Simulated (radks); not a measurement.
Values are calculated unless marked as measured or tabulated.
Dynamic dipole polarisability and lines of the xenon ion Xe24+, [Ar] 3d10 4s2. Level of theory: scalar-relativistic Kohn-Sham, LDA (Slater exchange, Perdew-Wang correlation), spin-unpolarised, spherical densities, finite nucleus; Fermi nuclear charge, rms radius of each element as measured or else 0.836 A^(1/3) + 0.57 fm (a radial shooting solver on a logarithmic mesh with Libxc functionals). Time-dependent linear response with the Hartree and adiabatic LDA kernel, continuum included through the Sternheimer equations, no spin-orbit coupling, so fine structure and intercombination lines are absent. Lines are the poles of the dipole polarisability below minus the highest occupied eigenvalue, found on a grid refined at the orbital gaps; the lowest seven at most are given, and weak or close lines can be missed. The first line takes the name of the lowest orbital gap if no other gap lies below it; otherwise a line is named after a gap within 0.6 % of it, if that gap stands alone.

photon energy (eV)  alpha (bohr^3)
0                           0.1717
39.804                      0.2338
92.875                     -0.2770
145.95                    -0.04112
199.02                    -0.01021
252.09                    0.005189
305.16                    0.009371
358.23                     0.02561
411.30                   0.0009779
464.37                     0.01055
517.45                     0.02185
570.52                     0.01757
623.59                     0.07488
676.66                     0.01582
729.73                     0.02832
782.80                     0.05207

Lines (eV, oscillator strength): 74.848 (16.56 nm, 4s-4p), f = 1.19; 378.15 (3.279 nm, 4s-5p), f = 0.351; 527.85 (2.349 nm, 4s-6p), f = 0.120; 610.47 (2.031 nm, 4s-7p), f = 0.0513; 627.80 (1.975 nm, unassigned), f = 0.428; 661.16 (1.875 nm, 4s-8p), f = 0.0373; 694.53 (1.785 nm, 4s-9p), f = 0.0232. Higher lines, where found, are left out when the end of the mesh affects them. Those listed give 93 % of the static polarisability (sum of f/w^2). Orbital energy gaps for comparison: 4s-4p 64.424 eV; 4s-5p 378.52 eV; 4s-6p 527.98 eV; 4s-7p 610.52 eV; 3d-4p 623.27 eV.
